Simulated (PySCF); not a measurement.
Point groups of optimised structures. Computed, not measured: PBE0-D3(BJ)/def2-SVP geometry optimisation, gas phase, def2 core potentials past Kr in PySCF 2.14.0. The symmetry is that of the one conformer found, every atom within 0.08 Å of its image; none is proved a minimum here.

Task: `[InH2:1][CH:2]1[CH2:3][CH2:4]1` with H–In1–C2–C3 -34° and 146°: symmetry, top, dipole?

Result: Cs; near-prolate asymmetric top; symmetry number 1; 2 operations, which sort the 11 atoms into 8 sets; dipole 0.72 D, in the ac plane, which is the mirror; heavy atoms equivalent by symmetry: C3/C4.

Task: What symmetry has `[CH3:1][Te:2]([CH3:3])=[O:4]` with H–C1–Te2–C3 -53° (nearest H), H–C3–Te2–C1 53° (nearest H)?

Result: Cs; asymmetric top; symmetry number 1; 2 operations, which sort the 10 atoms into 6 sets; dipole 4.49 D; A, B, C = 4478, 4229, 3112 MHz; heavy atoms equivalent by symmetry: C1/C3.

Task: What symmetry has `[cH:1]1[cH:2][cH:3][c:4]2[n:5][cH:6][cH:7][cH:8][c:9]2[cH:10]1`?

Result: Cs; asymmetric top; symmetry number 1; 2 operations, which sort the 17 atoms into 17 sets; dipole 2.00 D, in the ab plane, which is the mirror; heavy atoms equivalent by symmetry: none.
